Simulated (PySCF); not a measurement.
Cl₂GeH₄OSi. Atoms are numbered in the order given.

```xyz
9

O      0.7859     1.9517     0.0000
Si     0.5273     0.3238     0.0000
Cl     1.4186    -0.5342    -1.6517
Cl     1.4186    -0.5342     1.6517
Ge    -1.7747    -0.1126     0.0000
H      1.6954     2.2726     0.0000
H     -2.4171     0.4896     1.2556
H     -1.9739    -1.6333     0.0000
H     -2.4171     0.4896    -1.2556
```

Coordinates come from a ωB97X-D3(BJ)/def2-SVP optimisation. The structure was generated by enumeration, and PubChem lists no compound with its InChIKey, so it may never have been made. The values are those of a single conformer.

Method: TDA-M06-2X/def2-SVPD (PySCF).

Vertical excitations. The molecule is in vacuum. State labels are in the subgroup Cs.

Computed excitation energies, oscillator strengths and character:
```
state  symmetry  energy (eV)  λ (nm)      f                                                              main pairs
-----  --------  -----------  ------  -----  ----------------------------------------------------------------------
S1           A'         7.32     169  0.095                                                        HOMO→LUMO+1 78 %
S2           A"         7.50     165  0.054                                                        HOMO→LUMO+2 81 %
S3           A'         7.59     163  0.330                                                          HOMO→LUMO 81 %
S4           A"         8.04     154  0.031                   HOMO−1→LUMO+1 39 %, HOMO−1→LUMO 23 %, HOMO−2→LUMO 8 %
S5           A'         8.14     152  0.016                                                        HOMO→LUMO+4 72 %
S6           A"         8.20     151  0.009                HOMO−1→LUMO 41 %, HOMO−1→LUMO+1 28 %, HOMO−2→LUMO+1 12 %
S7           A"         8.24     150  0.003                                  HOMO−2→LUMO+1 62 %, HOMO−1→LUMO+1 10 %
S8           A'         8.33     149  0.023                                                      HOMO−1→LUMO+2 73 %
S9           A'         8.47     146  0.023                HOMO→LUMO+3 43 %, HOMO−2→LUMO+2 15 %, HOMO−3→LUMO+1 11 %
S10          A"         8.53     145  0.037                                       HOMO−2→LUMO 55 %, HOMO−1→LUMO 9 %
T1           A'         6.51     190      0                                                        HOMO→LUMO+1 84 %
T2           A"         6.67     186      0                                                        HOMO→LUMO+2 88 %
T3           A'         7.03     176      0                      HOMO→LUMO 48 %, HOMO→LUMO+4 17 %, HOMO→LUMO+3 14 %
T4           A'         7.53     165      0  HOMO→LUMO+4 35 %, HOMO→LUMO 18 %, HOMO−4→LUMO+2 8 %, HOMO−2→LUMO+2 8 %
```
Triplets are in the Tamm–Dancoff approximation.
